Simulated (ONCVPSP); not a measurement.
# Which change was made? (Nd, ONCV)

* Element: neodymium
* Generator: ONCVPSP 4.0.1
* Type: optimised norm-conserving Vanderbilt (ONCV)
* Functional: PBE
* Relativity: scalar-relativistic
* Frozen core: [Kr] 4d10
* Valence charge: 14
* Reference configuration: 4f4 5s2 5p6 6s2
* Partial waves: 5s+6s: rc 2.35 bohr, ncon 4, nbas 9, qcut 6.1 1/bohr, 2 projectors; 5p: rc 2.85 bohr, ncon 4, nbas 9, qcut 4.9 1/bohr, 2 projectors, debl 3.5 Ha; d scattering state at 0.15 Ha: rc 2.35 bohr, ncon 4, nbas 9, qcut 3.7 1/bohr, 2 projectors, debl 0.7 Ha; 4f: rc 1.80 bohr, ncon 3, nbas 8, qcut 10.5 1/bohr, 1 projector
* Local potential: polynomial inside 1.65 bohr (lpopt 5, dvloc0 0 Ha)
* Core correction: polynomial model core, fcfact 0.75

In the d channel the program set the typed energies aside and used 0.050, 0.750 Ha.

Cutoffs, loose and tight: the cutoffs (Ha) at which the residual kinetic energy of the hardest occupied pseudo-wave falls to 1 and 0.1 mHa per electron. They do not see the model core or the augmentation charge, which bear on the density cutoff. Test errors are all-electron minus pseudo excitation energies from the reference, over the configurations 4f4 5s2 5p6 6s1; 4f4 5s2 5p6 6s0; 4f3 5s2 5p6 6s0; 4f4 5s2 5p6 6s0 6p1; variants that change the core or the reference have their own tests.

The base gives: outcome: generated, projector energies reset by the program; cutoff, loose: 42 Ha; cutoff, tight: 49 Ha; bound ghosts: none; GHOST(+) flags above zero: s; largest test error (meV): tests left out (the all-electron energies of this program are off by 10 to 40 meV for near-neutral 4f atoms).

(1) After one change the result is: outcome: generated, projector energies reset by the program; cutoff, loose: 58 Ha; cutoff, tight: 233 Ha; bound ghosts: s; GHOST(+) flags above zero: p; largest test error (meV): tests left out (the all-electron energies of this program are off by 10 to 40 meV for near-neutral 4f atoms). Which change was it?
A. f: rc 1.42; local potential polynomial inside 1.42 bohr (lpopt 5, dvloc0 0 Ha)
B. f: rc 1.3; local potential polynomial inside 1.30 bohr (lpopt 5, dvloc0 0 Ha)
C. f: rc 2.46

Answers

(1) B. The others give: f: rc 2.46 → outcome: failed: ERROR pspot: first pseudo wave function has node, program will stop | f: rc 1.42; local potential polynomial inside 1.42 bohr (lpopt 5, dvloc0 0 Ha) → outcome: generated, projector energies reset by the program; cutoff, loose: 51 Ha; cutoff, tight: 128 Ha; bound ghosts: none; GHOST(+) flags above zero: s, p; largest test error (meV): tests left out (the all-electron energies of this program are off by 10 to 40 meV for near-neutral 4f atoms).
